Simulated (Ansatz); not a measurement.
Reactions of `OP[SiH2][SiH3]`.

Gas-phase electronic energies from Ansatz, PBE0-D4/def2-TZVP geometries. CCSD(T)/CBS adds triple-zeta CCSD(T) − MP2 to the extrapolated MP2 energy (def2 sets, frozen cores). This one scheme is used for every species. For Ge outer-core shells are correlated without core-valence functions, which leaves a few kJ/mol of doubt a bond. Scalar relativity is left out up to krypton. One conformer a species, not always the lowest.

**Question.** Order these by ΔE at CCSD(T)/CBS, lowest first. (Estimate.)
A. `OP[SiH2][SiH3]` + `O[SiH2][BH][GeH3]` → `[SiH3][SiH2][BH][GeH3]` + `O[SiH2]PO`
B. `OP[SiH2][SiH3]` + `CC` → `CC[SiH2]PO` + SiH₄
C. `OP[SiH2][SiH3]` + H₂S → `OPS` + `[SiH3][SiH3]`
D. `OP[SiH2][SiH3]` → `O[SiH2]P[SiH3]`
E. `OP[SiH2][SiH3]` + `[SiH3]C#CS` → `[SiH3]C#CS[SiH3]` + `OP[SiH3]`

**Answer.** D (-142.2 kJ/mol), E (-54.6 kJ/mol), C (-21.2 kJ/mol), A (-13.1 kJ/mol), B (+10.1 kJ/mol).

Largest T1 diagnostic: 0.014, for `[SiH3][SiH2][BH][GeH3]`.
